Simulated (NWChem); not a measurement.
System: CHAlFNO; SMILES [N]([AlH][F])=C=O

```xyz
6

Al     0.5160     1.1992     0.0000
F     -0.8077     2.2216     0.0000
H      1.9744     1.7895     0.0000
N      0.1975    -0.5485     0.0000
C     -0.0612    -1.7349     0.0000
O     -0.3036    -2.8905     0.0000
```
Atoms are numbered in this order, from 1.

Results from NWChem. The geometry was optimised at PBE-D3(BJ)/def2-SVP. Total energies compare along this basis series because the functional is fixed.

```json
[
 {"level": "B3LYP/pcseg-1", "basis functions": "79", "energy (Ha)": "-511.0496", "highest occupied level (eV)": "-8.72", "orbital gap (eV)": "7.04", "dipole (D)": "1.92"},
 {"level": "B3LYP/aug-pcseg-1", "basis functions": "128", "energy (Ha)": "-511.0669", "highest occupied level (eV)": "-8.76", "orbital gap (eV)": "6.98", "dipole (D)": "1.88"},
 {"level": "B3LYP/pcseg-2", "basis functions": "168", "energy (Ha)": "-511.2409", "highest occupied level (eV)": "-8.74", "orbital gap (eV)": "7.05", "dipole (D)": "1.92"},
 {"level": "B3LYP/STO-3G", "basis functions": "30", "energy (Ha)": "-504.3962", "highest occupied level (eV)": "-4.27", "orbital gap (eV)": "7.69", "dipole (D)": "2.33"},
 {"level": "B3LYP/def2-SVP", "basis functions": "79", "energy (Ha)": "-510.8227", "highest occupied level (eV)": "-8.51", "orbital gap (eV)": "7.03", "dipole (D)": "1.67"}
]
```
